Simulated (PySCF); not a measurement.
Compound: C₅H₁₂BNO.
SMILES with atom numbers: `[CH2:1]=[C:2]([CH3:3])[B:4]([OH:5])[N:6]([CH3:7])[CH3:8]` (hydrogens: H9, H10 on C1; H11, H12, H13 on C3; H14 on O5; H15, H16, H17 on C7; H18, H19, H20 on C8)

Computed, not measured: PBE0-D3(BJ)/def2-SVP geometry optimisation, gas phase in PySCF 2.14.0.

(1) Give the optimised bond lengths and angles.

Answers

(1) 
```json
{"bond": "C1=C2", "length (Å)": "1.341", "order": "double"}
{"bond": "C2–C3", "length (Å)": "1.504", "order": "single"}
{"bond": "C2–B4", "length (Å)": "1.586", "order": "single"}
{"bond": "B4–O5", "length (Å)": "1.377", "order": "single"}
{"bond": "B4–N6", "length (Å)": "1.410", "order": "single"}
{"bond": "N6–C7, N6–C8", "length (Å)": "1.440", "order": "single"}
{"bond": "C1–H9", "length (Å)": "1.095", "order": "single"}
{"bond": "C1–H10", "length (Å)": "1.097", "order": "single"}
{"bond": "C3–H11, C3–H12, C3–H13", "length (Å)": "1.103", "order": "single"}
{"bond": "O5–H14", "length (Å)": "0.960", "order": "single"}
{"bond": "C7–H15 and 3 like bonds", "length (Å)": "1.106", "order": "single"}
{"bond": "C7–H17, C8–H18", "length (Å)": "1.097", "order": "single"}
```

Bonds in one row agree within 0.01 Å and their mean is given. Orders are formal, as drawn. A selection of angles:
```json
{"angle": "C1–C2–C3", "degrees": "121.6"}
{"angle": "C1–C2–B4", "degrees": "121.3"}
{"angle": "C3–C2–B4", "degrees": "117.1"}
{"angle": "C2–B4–O5", "degrees": "119.9"}
{"angle": "C2–B4–N6", "degrees": "122.2"}
{"angle": "O5–B4–N6", "degrees": "117.9"}
{"angle": "B4–N6–C7", "degrees": "121.9"}
{"angle": "B4–N6–C8", "degrees": "123.6"}
{"angle": "C7–N6–C8", "degrees": "114.4"}
{"angle": "H14–O5–B4", "degrees": "111.3"}
```

Torsions: C1–C2–B4–O5 90°; C2–B4–N6–C7 -179° (antiperiplanar); H14–O5–B4–C2 -5° (synperiplanar). The mirror-image conformer, all signs reversed, is as good.

Of the pairs four or more bonds apart, O5···H17 is among the closest relative to their van der Waals radii: 2.31 Å, 85 % of the sum of Bondi's values. N6 (boron-bound nitrogen) is planar (angles 123.6°, 121.9° and 114.4°, sum 360.0°, 0.00 Å off the plane of its three neighbours). The 2 C–C bonds span 1.341 Å (C1=C2, drawn double) to 1.504 Å (C2–C3, drawn single), a spread of 0.163 Å. B4 (three-coordinate boron) is planar (angles 122.2°, 119.9° and 117.9°, sum 360.0°, 0.01 Å off the plane of its three neighbours).

No frequency check. One conformer, not necessarily the lowest (C1–C2–B4–O5 90°, C2–B4–O5–H -5°).
